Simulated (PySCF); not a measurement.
# Electron correlation in Os⁵⁹⁺ (osmium, charge +59)

[Ne] 3s2 3p5, 2P determinant. Computed with PySCF 2.14 in an even-tempered Gaussian basis (17 s from 16 bohr⁻², ratio 2.5; 12 p from 20 bohr⁻², ratio 2.5; 4 d from 84 bohr⁻², ratio 2.7; 4 f from 130 bohr⁻², ratio 2.7), with the spin-free X2C one-electron Hamiltonian (Gaussian nucleus). Frozen: 1s2; 15 electrons correlated; the 20 highest virtual orbitals of each spin left out.

```tsv
level	correlation energy (mhartree)
CCSD	-663.52
(T)	-0.61
CCSD(T)	-664.13
```

Diagnostics: T1 = 0.00025, D1 = 0.0011, largest double amplitude 0.014.

Spin-orbit coupling, absent here, splits the open shell strongly.

Cost of the coupled-cluster step: of the order of 30 core-seconds, for 15 correlated electrons.

Iterations:

```
CC2 = 0
CCSD nocc = (np.int64(8), np.int64(7)), nmo = (80, 80)
frozen orbitals [[0, 81, 82, 83, 84, 85, 86, 87, 88, 89, 90, 91, 92, 93, 94, 95, 96, 97, 98, 99, 100], [0, 81, 82, 83, 84, 85, 86, 87, 88, 89, 90, 91, 92, 93, 94, 95, 96, 97, 98, 99, 100]]
max_cycle = 100
direct = 0
conv_tol = 1e-08
conv_tol_normt = 1e-06
diis_space = 8
diis_start_cycle = 0
Init t2, MP2 energy = -0.653508075392714
Init E_corr(UCCSD) = -0.653508075392736
cycle = 1  E_corr(UCCSD) = -0.662211015793347  dE = -0.0087029404  norm(t1,t2) = 0.00388483
cycle = 2  E_corr(UCCSD) = -0.663367846333192  dE = -0.00115683054  norm(t1,t2) = 0.000523004
cycle = 3  E_corr(UCCSD) = -0.663525076656174  dE = -0.000157230323  norm(t1,t2) = 7.74765e-05
cycle = 4  E_corr(UCCSD) = -0.663523627675291  dE = 1.44898088e-06  norm(t1,t2) = 2.57187e-06
cycle = 5  E_corr(UCCSD) = -0.663523609470733  dE = 1.82045576e-08  norm(t1,t2) = 8.24346e-08
cycle = 6  E_corr(UCCSD) = -0.663523612128172  dE = -2.65743849e-09  norm(t1,t2) = 4.65384e-09
UCCSD converged
E(UCCSD) = -13508.39606510326  E_corr = -0.6635236121281716
UCCSD(T) correction = -0.000613334685760417
```

At this charge the one-electron X2C treatment keeps the bare 1/r₁₂, with no two-electron picture change or Breit term. The effect here is smaller than on the frozen 1s shell; and a scalar Hamiltonian misses the large spin-orbit splitting of the p shells, which matters for ns² → np² pairs.
